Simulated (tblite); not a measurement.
Compound: C4H6BF.
Numbering: `[BH2:1][C@:2]12[CH2:3][C@H:4]1[C@H:5]2[F:6]` (hydrogens: H7, H8 on B1; H9, H10 on C3; H11 on C4; H12 on C5)

Computed with GFN2-xTB (tblite), gas phase: L-BFGS steps from a force-field or distance-geometry start until the largest atomic force falls under 0.01 eV/Å.

At the end of the run (lengths in Å): C2–C4 1.525, B1–C2 1.509, C2–C5 1.507, B1–H7 1.169, C2–C3 1.522, B1–H8 1.169, C3–C4 1.481, B1–C2–C4 138.9°, C2–C5–F6 119.1°, C2–C3–C4 61.0°, C2–C5–C4 61.5°, B1–C2–C3–C4 -129°, C2–C3–C4–C5 -50°, C3–C4–C5–F6 -59°, H7–B1–C2–C3 -1°, H9–C3–C2–B1 122°.

Task: These geometries were met on the way; a selection of coordinates is given. Order them by energy above the end point, lowest first.
A. C2–C4 1.367, B1–C2 1.458, C2–C5 1.550, B1–H7 1.187, C2–C3 1.560, B1–H8 1.204, C3–C4 1.511, B1–C2–C4 159.7°, C2–C5–F6 108.3°, C2–C3–C4 52.8°, C2–C5–C4 53.4°, B1–C2–C3–C4 -158°, C2–C3–C4–C5 -55°, C3–C4–C5–F6 -35°, H7–B1–C2–C3 91°, H9–C3–C2–B1 89°
B. C2–C4 1.521, B1–C2 1.511, C2–C5 1.488, B1–H7 1.171, C2–C3 1.529, B1–H8 1.173, C3–C4 1.478, B1–C2–C4 137.4°, C2–C5–F6 120.6°, C2–C3–C4 60.7°, C2–C5–C4 61.4°, B1–C2–C3–C4 -128°, C2–C3–C4–C5 -50°, C3–C4–C5–F6 -60°, H7–B1–C2–C3 43°, H9–C3–C2–B1 122°
C. C2–C4 1.485, B1–C2 1.522, C2–C5 1.494, B1–H7 1.174, C2–C3 1.526, B1–H8 1.185, C3–C4 1.489, B1–C2–C4 157.6°, C2–C5–F6 122.7°, C2–C3–C4 59.0°, C2–C5–C4 59.8°, B1–C2–C3–C4 -155°, C2–C3–C4–C5 -52°, C3–C4–C5–F6 -59°, H7–B1–C2–C3 85°, H9–C3–C2–B1 95°
D. C2–C4 1.505, B1–C2 1.543, C2–C5 1.500, B1–H7 1.171, C2–C3 1.542, B1–H8 1.176, C3–C4 1.479, B1–C2–C4 148.0°, C2–C5–F6 122.9°, C2–C3–C4 59.7°, C2–C5–C4 60.6°, B1–C2–C3–C4 -141°, C2–C3–C4–C5 -52°, C3–C4–C5–F6 -60°, H7–B1–C2–C3 65°, H9–C3–C2–B1 107°
E. C2–C4 1.491, B1–C2 1.526, C2–C5 1.472, B1–H7 1.129, C2–C3 1.528, B1–H8 1.146, C3–C4 1.495, B1–C2–C4 159.1°, C2–C5–F6 114.1°, C2–C3–C4 59.1°, C2–C5–C4 60.1°, B1–C2–C3–C4 -156°, C2–C3–C4–C5 -49°, C3–C4–C5–F6 -50°, H7–B1–C2–C3 89°, H9–C3–C2–B1 90°

Result: B (0.149 eV), D (0.255 eV), C (0.415 eV), E (0.679 eV), A (1.347 eV).

```
step  E above end (eV)  rms distance from the end, all atoms (Å)  largest force (eV/Å)  rms shift of all bonds from the end (Å)
  22             0.149                                     0.317                 0.299                                    0.007
  17             0.255                                     0.386                 0.437                                    0.013
   7             0.415                                     0.484                 0.542                                    0.014
   2             0.679                                     0.500                 1.171                                    0.024
   0             1.347                                     0.510                 4.686                                    0.052
```

Rows stand in the order of the answer.
